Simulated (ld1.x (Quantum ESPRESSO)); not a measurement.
## Building the TM potential for Cu (Z = 29) (LDA (PZ), scalar-relativistic).

The input file (ld1.x (Quantum ESPRESSO) 7.5):

```
&input
   title='Cu', zed=29., rel=1, dft='PZ', iswitch=3,
   config='[Ar] 3d10 4s1 4p0',
   nld=3, rlderiv=1.80, eminld=-7.0, emaxld=5.0, deld=0.02
 /
 &inputp
   pseudotype=2, tm=.true., lloc=1,
   nlcc=.false.,
   file_pseudopw='Cu.UPF', file_wfcaegen='ae.wfc', file_wfcncgen='nc.wfc', file_beta='beta', file_chi='chi'
 /
3
4S  1  0   1.00   0.00  1.65  1.65  0.0
3D  3  2  10.00   0.00  1.10  1.10  0.0
3P  2  1   6.00   0.00  0.85  0.85  0.0
 &test
   configts(1)='3p6 3d10 4s1 4p0'
 /
```

Command:

```bash
ld1.x < Cu.in > Cu.out
```

The program printed (shortened: banner, matrices, multipoles, cross overlaps and the repeated all-electron block are left out):

```
Program LD1 v.7.5
     --------------------------- All-electron run ----------------------------

     Cu
     scalar relativistic calculation

     atomic number is 29.00
     dft =PZ   lsd =0 sic =0 latt =0  beta=0.20 tr2=1.0E-14
     Exchange-correlation= PZ
                           (   1   1   0   0   0   0   0)
     mesh =1199 r(mesh) = 100.25372 a.u. xmin = -7.00 dx = 0.01250
     1 Ry =  13.60569312 eV, c = 137.03599908

     n l     nl                  e(Ry)          e(Ha)          e(eV)
     1 0     1S 1( 2.00)      -649.2415      -324.6208     -8833.3811
     2 0     2S 1( 2.00)       -77.9384       -38.9692     -1060.4063
     2 1     2P 1( 6.00)       -67.3571       -33.6786      -916.4405
     3 0     3S 1( 2.00)        -8.3899        -4.1950      -114.1505
     3 1     3P 1( 6.00)        -5.2942        -2.6471       -72.0319
     3 2     3D 1(10.00)        -0.3913        -0.1957        -5.3243
     4 0     4S 1( 1.00)        -0.3576        -0.1788        -4.8648
     4 1     4P 1( 0.00)        -0.0577        -0.0288        -0.7850

     final scf error:  4.2E-15 reached in  29 iterations

     Etot =   -3304.518170 Ry,   -1652.259085 Ha,  -44960.260135 eV

     Ekin =    3352.291624 Ry,    1676.145812 Ha,   45610.251097 eV
     Encl =   -7962.289539 Ry,   -3981.144769 Ha, -108332.468018 eV
     Eh   =    1435.273990 Ry,     717.636995 Ha,   19527.897457 eV
     Exc  =    -129.794245 Ry,     -64.897123 Ha,   -1765.940670 eV

     normalization and overlap integrals

     s(1S/1S) =  1.000000  <r> =   0.0522  <r2> =    0.0037  r(max) =   0.0341
     s(2S/2S) =  1.000000  <r> =   0.2357  <r2> =    0.0655  r(max) =   0.1960
     s(2P/2P) =  1.000000  <r> =   0.2066  <r2> =    0.0524  r(max) =   0.1585
     s(3S/3S) =  1.000000  <r> =   0.7133  <r2> =    0.5889  r(max) =   0.6112
     s(3P/3P) =  1.000000  <r> =   0.7502  <r2> =    0.6671  r(max) =   0.6189
     s(3D/3D) =  1.000000  <r> =   1.0470  <r2> =    1.5711  r(max) =   0.5961
     s(4S/4S) =  1.000000  <r> =   2.8937  <r2> =    9.8815  r(max) =   2.2428
     s(4P/4P) =  1.000000  <r> =   4.8595  <r2> =   29.3066  r(max) =   3.5173

     ------------------------ End of All-electron run ------------------------

     --------------------- Generating NC pseudopotential ---------------------

      Generating local pot.: lloc=1, matching radius rcloc =   0.8500

      Wfc   4S  rcut= 1.661  Using Troullier-Martins method

      Wfc   3D  rcut= 1.114  Using Troullier-Martins method

     ------------------- End of pseudopotential generation -------------------

     Computing logarithmic derivative in   1.80214
     Computing logarithmic derivative in   1.80214
     Computing the partial wave expansion
     R is outside the sphere for l=    0 j= 0.00
       no projector for channel:   1
     R is outside the sphere for l=    2 j= 0.00

     ---------------------- Testing the pseudopotential ----------------------

     Cu
     scalar relativistic calculation

     atomic number is 29.00   valence charge is 17.00
     dft =PZ   lsd =0 sic =0 latt =0  beta=0.20 tr2=1.0E-14
     mesh =1199 r(mesh) = 100.25372 xmin = -7.00 dx = 0.01250

     n l     nl             e AE (Ry)        e PS (Ry)    De AE-PS (Ry)
     2 1     3P   1( 6.00)       -5.29424       -5.29438        0.00014
     3 2     3D   1(10.00)       -0.39133       -0.39134        0.00000
     1 0     4S   1( 1.00)       -0.35756       -0.35756       -0.00000
     3 1     4P   1( 0.00)       -0.05769       -0.05806        0.00037

     eps = 7.0E-15  iter = 17

     Etot =   -3304.518170 Ry,   -1652.259085 Ha,  -44960.260135 eV
     Etotps =  -296.791896 Ry,    -148.395948 Ha,   -4038.059459 eV

     Ekin =     216.801494 Ry,     108.400747 Ha,    2949.734595 eV
     Encl =    -710.966304 Ry,    -355.483152 Ha,   -9673.189360 eV
     Ehrt =     270.525938 Ry,     135.262969 Ha,    3680.692891 eV
     Ecxc =     -30.881700 Ry,     -15.440850 Ha,    -420.166931 eV
     Epseu=     -42.271323 Ry,     -21.135662 Ha,    -575.130654 eV

     ---------------------- End of pseudopotential test ----------------------
```

Note: ghost state, extra bound levels that the all-electron valence spectrum of the same l lacks: s at -101.5 eV. A true bound ghost makes a file unfit for plane-wave use.

Generation and configuration tests took about 1.3 s on one core of a shared server CPU.
